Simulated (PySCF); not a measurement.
CH₂NO, SMILES O=[C]N, multiplicity 2.

The structure is a stationary point at PBE-D3(BJ)/def2-TZVP. The isomer is the one that the SMILES or the coordinates give; other isomers of the formula were not compared. The values are those of a single conformer.

Computed with PBE-D3(BJ)/def2-TZVP (PySCF 2.14.0).

Harmonic, unscaled wavenumbers; measured fundamentals usually lie a few per cent lower.

Q: List the normal modes with their intensities. (Estimate from the structure and the level; the computed values follow.)

A: 
| mode | ν (cm⁻¹) | IR (km/mol) | moving atoms (share of kinetic energy) |
|---|---|---|---|
| 1 | 277 | 194.8 | H 78 %, N 21 % |
| 2 | 510 | 4.2 | C 30 %, O 29 %, H 29 %, N 12 % |
| 3 | 624 | 0.1 | H 66 %, C 24 % |
| 4 | 1066 | 2.0 | H 56 %, N 29 %, O 14 % |
| 5 | 1200 | 31.4 | C 46 %, N 30 %, H 18 % |
| 6 | 1551 | 47.1 | H 86 %, N 13 % |
| 7 | 1812 | 295.5 | C 64 %, O 34 % |
| 8 | 3360 | 0.9 | H 95 % |
| 9 | 3612 | 65.7 | H 92 %, N 8 % |
